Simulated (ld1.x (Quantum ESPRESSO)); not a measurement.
**Scattering properties, TM potential for Nd (Z = 60)**

```
Element                 : Nd
Generator               : ld1.x (Quantum ESPRESSO) 7.5
Type                    : norm-conserving Troullier–Martins (Kleinman–Bylander form)
Functional              : PBE
Relativity              : scalar-relativistic
Frozen core             : [Kr] 4d10
Valence charge          : 14
Reference configuration : 4f4 5s2 5p6 5d0 6s1.75 6p0 (charge +0.25)
Partial waves           : 5s (bound): rc 2.40 bohr; 5p (bound): rc 2.30 bohr; 5d (bound, empty): rc 3.40 bohr; 4f (bound): rc 1.40 bohr
Local potential         : all-electron potential smoothed inside 1.60 bohr (lloc = -2)
Core correction         : none
```

Occupied shells without a wave of their own: 6s. They enter only through the test configuration that unscreens the potential.

The phase is arctan(r·u′/u) with u = r·R(r), unwrapped; energies in Ry, scanned from -5 to 5 Ry. A pole is an energy at which the radial function vanishes at the test radius. The pseudo phase is shifted by a multiple of π to meet the all-electron one at the reference energy, and phase errors are pseudo minus all-electron; the curves can meet again beyond the range given. Levels narrower than the energy grid can be missing from the lists of poles.

Problem. For each channel, where are the poles, and over which energies does the pseudopotential scatter like the atom?

Solution.

| channel | radius (bohr) | reference energy (Ry) | poles, all-electron | poles, pseudo | unbroken range about the reference energy with phases within 0.05 rad | phase error 1 Ry above the reference energy (rad) |
| --- | --- | --- | --- | --- | --- | --- |
| s | 3.71 | -3.08 | -3.06, 0.95 | -3.06, 0.41, 2.58 | below -0.8 | -0.001 |
| p | 3.71 | -1.72 | -1.68, 1.79 | -1.68, 1.66 | below 0.0 | -0.002 |
| d | 3.71 | -0.23 | 0.13, 3.37 | 0.13, 3.34 | below 4.9 | +0.000 |
| f | 3.71 | -0.23 | -0.21, 2.09 | -0.21, 2.15 | below 0.9 | +0.032 |

The potential misses its own reference levels by up to 0.6 eV.

Phases in the s channel:

```json
{"E (Ry)": "-5.00", "all-electron": "1.440", "pseudo": "1.440"}
{"E (Ry)": "-4.74", "all-electron": "1.436", "pseudo": "1.436"}
{"E (Ry)": "-4.48", "all-electron": "1.431", "pseudo": "1.431"}
{"E (Ry)": "-4.22", "all-electron": "1.426", "pseudo": "1.426"}
{"E (Ry)": "-3.96", "all-electron": "1.420", "pseudo": "1.420"}
{"E (Ry)": "-3.70", "all-electron": "1.412", "pseudo": "1.412"}
{"E (Ry)": "-3.44", "all-electron": "1.401", "pseudo": "1.401"}
{"E (Ry)": "-3.18", "all-electron": "1.371", "pseudo": "1.371"}
{"E (Ry)": "-2.92", "all-electron": "-1.731", "pseudo": "-1.731"}
{"E (Ry)": "-2.66", "all-electron": "-1.754", "pseudo": "-1.754"}
{"E (Ry)": "-2.40", "all-electron": "-1.770", "pseudo": "-1.770"}
{"E (Ry)": "-2.14", "all-electron": "-1.788", "pseudo": "-1.788"}
{"E (Ry)": "-1.88", "all-electron": "-1.810", "pseudo": "-1.812"}
{"E (Ry)": "-1.62", "all-electron": "-1.840", "pseudo": "-1.843"}
{"E (Ry)": "-1.36", "all-electron": "-1.883", "pseudo": "-1.888"}
{"E (Ry)": "-1.10", "all-electron": "-1.950", "pseudo": "-1.961"}
{"E (Ry)": "-0.84", "all-electron": "-2.071", "pseudo": "-2.108"}
{"E (Ry)": "-0.58", "all-electron": "-2.353", "pseudo": "-2.520"}
{"E (Ry)": "-0.32", "all-electron": "-3.180", "pseudo": "-3.730"}
{"E (Ry)": "-0.06", "all-electron": "-4.115", "pseudo": "-4.403"}
{"E (Ry)": "0.20", "all-electron": "-4.447", "pseudo": "-4.618"}
{"E (Ry)": "0.46", "all-electron": "-4.586", "pseudo": "-4.732"}
{"E (Ry)": "0.72", "all-electron": "-4.665", "pseudo": "-4.827"}
{"E (Ry)": "0.98", "all-electron": "-4.718", "pseudo": "-4.955"}
{"E (Ry)": "1.24", "all-electron": "-4.762", "pseudo": "-5.295"}
{"E (Ry)": "1.50", "all-electron": "-4.802", "pseudo": "-6.908"}
{"E (Ry)": "1.76", "all-electron": "-4.844", "pseudo": "-7.569"}
{"E (Ry)": "2.02", "all-electron": "-4.895", "pseudo": "-7.725"}
{"E (Ry)": "2.28", "all-electron": "-4.968", "pseudo": "-7.799"}
{"E (Ry)": "2.54", "all-electron": "-5.092", "pseudo": "-7.848"}
{"E (Ry)": "2.80", "all-electron": "-5.373", "pseudo": "-7.887"}
{"E (Ry)": "3.06", "all-electron": "-6.200", "pseudo": "-7.924"}
{"E (Ry)": "3.32", "all-electron": "-7.148", "pseudo": "-7.964"}
{"E (Ry)": "3.58", "all-electron": "-7.481", "pseudo": "-8.015"}
{"E (Ry)": "3.84", "all-electron": "-7.617", "pseudo": "-8.093"}
{"E (Ry)": "4.10", "all-electron": "-7.691", "pseudo": "-8.242"}
{"E (Ry)": "4.36", "all-electron": "-7.737", "pseudo": "-8.668"}
{"E (Ry)": "4.62", "all-electron": "-7.771", "pseudo": "-9.903"}
{"E (Ry)": "4.88", "all-electron": "-7.796", "pseudo": "-10.539"}
```
